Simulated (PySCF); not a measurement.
Si(Cl)(Me)(SiH3)2 (CH9ClSi3), SMILES C[Si]([SiH3])([SiH3])Cl.

Coordinates come from a PBE0-D3(BJ)/def2-SVP optimisation.

Method: PBE/def2-TZVP (PySCF).

Symmetry labels are those of the subgroup Cs that the program uses (full group Cs).

List the valence orbital energies around the gap with their symmetry. (Estimate from the structure and the level; the computed values follow.)


```
orbital  symmetry  energy (eV)
-------  --------  -----------
HOMO−7         A'        -8.84
HOMO−6         A"        -8.69
HOMO−5         A'        -8.51
HOMO−4         A"        -8.51
HOMO−3         A'        -8.17
HOMO−2         A"        -8.10
HOMO−1         A'        -7.12
HOMO           A"        -6.50
LUMO           A'        -1.48
LUMO+1         A'        -1.18
LUMO+2         A'        -0.42
LUMO+3         A"        -0.16
```
